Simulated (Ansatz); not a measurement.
Basis-set series for CH6AlNSi, SMILES `[AlH2][N]1C[SiH2]1`. Charge 0, multiplicity 1. The structure was optimised at the PBE0-D4/def2-TZVP level.

```csv
functional,basis,functions,energy (Eh),HOMO (eV),LUMO (eV)
PBE0-D4,def2-SVP,94,-627.78068,-7.18,-0.77
PBE0-D4,def2-QZVPP,434,-628.10284,-7.25,-0.96
ωB97M-V,def2-SVP,94,-628.03832,-9.42,0.93
ωB97M-V,def2-QZVPP,434,-628.36418,-9.53,0.40
```

Give the rows for def2-TZVPP. (An estimate is asked.)

Ansatz gave: 
```json
{"functional": "PBE0-D4", "basis": "def2-TZVPP", "functions": "230", "energy (Eh)": "-628.07928", "HOMO (eV)": "-7.24", "LUMO (eV)": "-0.89"}
{"functional": "ωB97M-V", "basis": "def2-TZVPP", "functions": "230", "energy (Eh)": "-628.34201", "HOMO (eV)": "-9.52", "LUMO (eV)": "0.70"}
```

Positive LUMOs are unbound and depend on the basis.
